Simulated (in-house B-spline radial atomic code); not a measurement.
## As⁶⁺: [Ar] 3d8 4d1 (an excited or competing configuration)

Computed with a radial B-spline atomic code at the basis-set limit: non-relativistic HSE06, spin-polarised, spherical fractional occupations, exact exchange averaged over the configuration, point nucleus.

Effective charges: Z_r = [3n² - l(l+1)]/(2<r>) from the radius, Z_e = n√(-2ε) from the energy, and Slater's rules. Values are occupation-weighted means over spin.

| shell | electrons | ε (eV) | <r> (bohr) | Z_r | Z_e | Slater |
| --- | --- | --- | --- | --- | --- | --- |
| 1s | 2 | -11718 | 0.04637 | 32.35 | 29.35 | 32.70 |
| 2s | 2 | -1589.4 | 0.2064 | 29.07 | 21.62 | 28.85 |
| 2p | 6 | -1432.6 | 0.1787 | 27.98 | 20.52 | 28.85 |
| 3s | 2 | -304.96 | 0.5957 | 22.66 | 14.20 | 21.75 |
| 3p | 6 | -251 | 0.6024 | 20.75 | 12.89 | 21.75 |
| 3d | 8 | -157.66 | 0.6111 | 17.18 | 10.21 | 12.55 |
| 4d | 1 | -57.674 | 1.937 | 10.84 | 8.24 | 7.00 |

The least bound orbital is 4d up at -57.67 eV, and it is also the most diffuse (<r> = 1.937 bohr).
